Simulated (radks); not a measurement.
Isoelectronic series with 10 electrons, all held in the configuration [Ne], which need not be the ground one along the series. Method: scalar-relativistic Kohn-Sham, PBEsol, spin-unpolarised, spherical densities, point nucleus; computed with a radial shooting solver on a logarithmic mesh with Libxc functionals. Total energies (hartree) and mean radii <r> (bohr):

| ion | E (hartree) | 2p | 2s |
|---|---|---|---|
| Ne | -128.67183 | 0.9813 | 0.8991 |
| Al3+ | -240.24592 | 0.5975 | 0.6238 |
| S6+ | -388.28184 | 0.4357 | 0.4747 |
| K9+ | -572.91106 | 0.3437 | 0.3826 |
| Ti12+ | -794.36251 | 0.2840 | 0.3202 |
| Mn15+ | -1052.92771 | 0.2419 | 0.2750 |
| Ni18+ | -1348.95502 | 0.2107 | 0.2407 |
| Ga21+ | -1682.84942 | 0.1865 | 0.2139 |
| Se24+ | -2055.07427 | 0.1672 | 0.1922 |
| Rb27+ | -2466.15411 | 0.1515 | 0.1744 |
| Zr30+ | -2916.67822 | 0.1384 | 0.1594 |
| Tc33+ | -3407.30499 | 0.1273 | 0.1466 |
| Pd36+ | -3938.76701 | 0.1178 | 0.1356 |
| In39+ | -4511.87710 | 0.1096 | 0.1260 |
| Te42+ | -5127.53539 | 0.1024 | 0.1175 |
| Cs45+ | -5786.7376 | 0.09599 | 0.1100 |
| Ce48+ | -6490.5846 | 0.09031 | 0.1033 |
